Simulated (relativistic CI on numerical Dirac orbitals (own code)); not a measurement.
**d1 to d9 in one octahedral field**

Computed with a parametric ligand-field model without spin-orbit coupling, by exact diagonalisation: B = 430, C = 1760, 10Dq = 25000 cm⁻¹ (Oh; |10Dq|/B = 58.1) for every shell. Energies in cm⁻¹; the field energy is (0.6 n_e − 0.4 n_t2) × 10Dq of the ground term; g labels are left out. So small a B with so large a field is typical of 4d and 5d ions, where spin-orbit coupling, left out here, reaches 1,000 to 4,000 cm⁻¹.

| Shell | Ground term | Electrons in e | Field energy | First spin-allowed bands | Lowest term of other spin |
| --- | --- | --- | --- | --- | --- |
| d1 | 2T2 | 0.000 | -10000 | 2E 25000 |  |
| d2 | 3T1 | 0.008 | -19805 | 3T2 23939, 3T1 29328 | 1T2 6239 |
| d3 | 4A2 | 0.000 | -30000 | 4T2 25000, 4T1 29850 | 2E 8712 |
| d4 | 3T1 | 0.012 | -39693 | 3E 23252, 3T1 23685 | 1T2 5395 |
| d5 | 2T2 | 0.024 | -49407 | 2A2 22603, 2T1 22757 | 4T1 16439 |
| d6 | 1A1 | 0.018 | -59549 | 1T1 23672, 1T2 29891 | 3T1 19964 |
| d7 | ? | ? | ? | ? | ? |
| d8 | 3A2 | 2.000 | -30000 | 3T2 25000, 3T1 29850 | 1E 6916 |
| d9 | 2E | 3.000 | -15000 | 2T2 25000 |  |

Fill in the row of d7.

Ground term: 2E; Electrons in e: 1.012; Field energy: -44706; First spin-allowed bands: 2T1 23573, 2T2 24017; Lowest term of other spin: 4T1 16378. Low spin: d4, d5, d6, d7; the other shells keep the spin of the free ion. Only d4 to d7 can choose; the field needed to pair spins is smallest for d6 and largest for d5, which loses most exchange energy. In the strong-field picture 10Dq must exceed about 6B + 5C = 11380 (d4), 7.5B + 5C = 12025 (d5), 2.5B + 4C = 8115 (d6) and 4B + 4C = 8760 (d7); mixing of terms shifts these bounds somewhat.
